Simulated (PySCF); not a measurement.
F2H4OSi2, SMILES F[SiH](F)O[SiH3].

The structure is a stationary point at B3LYP-D3(BJ)/def2-SVP. A frequency run showed that this geometry is not a minimum. One conformer was computed; it need not be the lowest.

All values below come from B3LYP-D3(BJ)/def2-SVP (PySCF).

Frequencies are harmonic and unscaled.

Computed harmonic wavenumbers and intensities:
| mode | ν (cm⁻¹) | IR (km/mol) | Raman (Å⁴/amu) | depolarisation | moving atoms (share of kinetic energy) |
|---|---|---|---|---|---|
| 1 | 31i | 0.1 | 0.0 | – | H 92 % |
| 2 | 33 | 1.1 | 0.1 | 0.75 | F 43 %, O 28 %, Si 16 %, H 12 % |
| 3 | 66 | 2.2 | 0.0 | – | O 35 %, Si 27 %, F 26 %, H 12 % |
| 4 | 294 | 18.1 | 0.7 | 0.68 | F 73 %, O 15 %, Si 10 % |
| 5 | 302 | 10.2 | 1.9 | 0.75 | O 42 %, F 40 %, Si 12 % |
| 6 | 413 | 70.4 | 2.1 | 0.65 | F 37 %, Si 36 %, O 23 % |
| 7 | 588 | 2.2 | 12.9 | 0.27 | Si 74 %, H 15 % |
| 8 | 729 | 52.7 | 11.6 | 0.75 | H 84 %, Si 8 % |
| 9 | 738 | 57.2 | 10.7 | 0.71 | H 83 %, Si 9 % |
| 10 | 838 | 23.3 | 9.1 | 0.73 | H 79 %, F 19 % |
| 11 | 839 | 68.6 | 6.8 | 0.56 | H 60 %, F 32 % |
| 12 | 909 | 286.4 | 1.5 | 0.62 | H 37 %, Si 32 %, F 28 % |
| 13 | 956 | 42.4 | 23.7 | 0.75 | H 93 % |
| 14 | 958 | 94.8 | 21.1 | 0.75 | H 96 % |
| 15 | 979 | 276.8 | 0.5 | 0.75 | Si 49 %, F 39 %, H 12 % |
| 16 | 998 | 357.5 | 16.4 | 0.75 | H 78 %, Si 16 % |
| 17 | 1148 | 469.8 | 1.5 | 0.60 | O 73 %, Si 20 % |
| 18 | 2242 | 75.9 | 181.4 | 0.07 | H 98 % |
| 19 | 2244 | 134.9 | 71.5 | 0.75 | H 96 % |
| 20 | 2257 | 115.0 | 123.6 | 0.30 | H 96 % |
| 21 | 2363 | 94.5 | 113.6 | 0.17 | H 97 % |
